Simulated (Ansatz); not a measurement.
CH4FOSi (`C[SiH]([O])F`) radical. Total charge 0; spin multiplicity 2. Geometry: relaxed with PBE0-D4/def2-TZVP.

```xyz
8

C     0.536   -0.836    0.048
Si   -0.433    0.741   -0.053
O    -1.514    0.744    1.188
F    -1.126    0.822   -1.487
H    -0.132   -1.698    0.001
H     1.102   -0.879    0.979
H     1.227   -0.888   -0.797
H     0.342    1.995    0.121
```

(1) What is the dipole moment at PBE/def2-TZVPP? (An estimate is asked.)

(2) And with r2SCAN, B3LYP, ωB97M-V? (An estimate is asked.)

(3) Give the Mulliken charges with PBE, B3LYP, r2SCAN in def2-TZVPP. (Best estimate.)

Answers

(1) Ansatz gave: 2.73 D, with components (2.49, -1.06, -0.33) D in this frame, pointing from negative to positive charge.

(2) Ansatz gave: r2SCAN 2.47 D, B3LYP 2.43 D, ωB97M-V 2.24 D.

(3) Computed: 
| atom | PBE | B3LYP | r2SCAN |
| --- | --- | --- | --- |
| C1 | -0.38 | -0.40 | -0.32 |
| Si2 | 0.66 | 0.76 | 0.76 |
| O3 | -0.31 | -0.32 | -0.32 |
| F4 | -0.28 | -0.32 | -0.32 |
| H5 | 0.13 | 0.12 | 0.09 |
| H6 | 0.12 | 0.12 | 0.09 |
| H7 | 0.13 | 0.12 | 0.09 |
| H8 | -0.07 | -0.08 | -0.08 |

B3LYP here is the variant with VWN-RPA as its local correlation; programs differ in this.
